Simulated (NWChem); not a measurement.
Relativistic effects in AuCl

```
Au
Cl 1 2.2530
```
Charge 0, spin multiplicity 1.

Program: NWChem. The geometry was optimised at PBE0/def2-SVP with def2 effective core potentials on Au, a minimum by its harmonic frequencies.

Functional PBE, all-electron basis x2c-SVPall-2c, contracted for the X2C Hamiltonian and used here with ZORA. The ion keeps the geometry and has multiplicity 2 in the scalar run; the spin-orbit run starts from the same electron counts.

Costs are rough ratios of processor time within this set of runs, SCF included, with scalar ZORA as 1.

The structure started from a generated list of species. The stability of the SCF solutions was not checked.

```
Hamiltonian      ΔSCF ionisation energy (eV)  HOMO (eV)  LUMO (eV)  gap (eV)  relative cost
---------------  ---------------------------  ---------  ---------  --------  -------------
scalar ZORA                            10.40      -6.65      -4.63      2.02              1
spin-orbit ZORA                        10.23      -6.49      -4.66      1.83        under 3
```

From scalar ZORA to spin-orbit ZORA the ionisation energy shrinks by 0.17 eV.
